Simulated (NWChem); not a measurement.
# CH$_{3}$Mg, doublet; SMILES [CH3][Mg]

```xyz
5

Mg     0.0000     0.0000    -0.9511
C      0.0000     0.0000     1.1795
H      0.7294     0.7294     1.5714
H      0.2670    -0.9963     1.5714
H     -0.9963     0.2670     1.5714
```
Atoms are numbered in this order, from 1.

Results from NWChem. Pople sets run with spherical d functions. Spin-unrestricted. In the optimisation the excess spin sits in a1 (C3v, its own frame). Coordinates come from a PBE0/def2-SVP, spin-unrestricted optimisation. The spin multiplicity was typed, not searched, and may not be the lowest. No stability test was run on the SCF state. Vertical excitations in the gas phase; the lowest state need not have the same character in each row. Excited states of an open shell can be spin-contaminated.

```json
[
 {"level": "PBE/6-31+G*, TDA", "lowest excitation (eV)": "2.50", "oscillator strength of that lowest state": "0.107", "lowest empty minus highest occupied level, either spin (eV)": "1.17"},
 {"level": "B3LYP/6-31+G*, TDA", "lowest excitation (eV)": "2.64", "oscillator strength of that lowest state": "0.118", "lowest empty minus highest occupied level, either spin (eV)": "2.16"},
 {"level": "PBE0/6-31+G*, TDA", "lowest excitation (eV)": "2.60", "oscillator strength of that lowest state": "0.121", "lowest empty minus highest occupied level, either spin (eV)": "2.71"},
 {"level": "LDA (Slater exchange, VWN5)/6-31+G*, TDA", "lowest excitation (eV)": "2.52", "oscillator strength of that lowest state": "0.105", "lowest empty minus highest occupied level, either spin (eV)": "0.93"}
]
```
